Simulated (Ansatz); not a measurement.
PBE exchange is replaced step by step with exact exchange (0 % is PBE, 25 % PBE0; no dispersion term), basis def2-TZVP, Ansatz. System: GeCl₂ (the lowest singlet isomer of a short search). Total charge 0; singlet. Geometry: B3LYP-D4/def2-TZVP, each spin state at its own.

The relaxed quintet has other bonds than the singlet, so its gap is one between isomers.

Geometry of the singlet:

```xyz
3

Ge   -0.001   -0.910   -0.232
Cl    0.241    0.040    1.742
Cl   -0.239    0.871   -1.510
```

At PBE-D4/def2-TZVP the gap within one spin of the charge 0 quintet nearly closes, so an electron or hole may be smeared out by delocalisation error. The structure comes from a short search, and lower isomers may exist.

| exact exchange (%) | HOMO (eV) | LUMO (eV) | gap (eV) | triplet − singlet (kJ/mol) | quintet − singlet (kJ/mol) |
| --- | --- | --- | --- | --- | --- |
| 0 | -7.04 | -3.86 | 3.18 | 254.8 | 696.9 |
| 5 | -7.27 | -3.72 | 3.55 | 253.2 | 702.0 |
| 10 | -7.49 | -3.58 | 3.91 | 251.4 | 705.7 |
| 15 | -7.72 | -3.44 | 4.28 | 249.7 | 706.9 |
| 25 | -8.16 | -3.15 | 5.01 | 246.0 | 701.4 |
| 35 | -8.61 | -2.86 | 5.75 | 242.1 | 694.1 |
| 50 | -9.29 | -2.42 | 6.87 | 235.9 | 683.0 |

The spin gap doesn't follow a straight line here, which points to a change of state along the sweep.
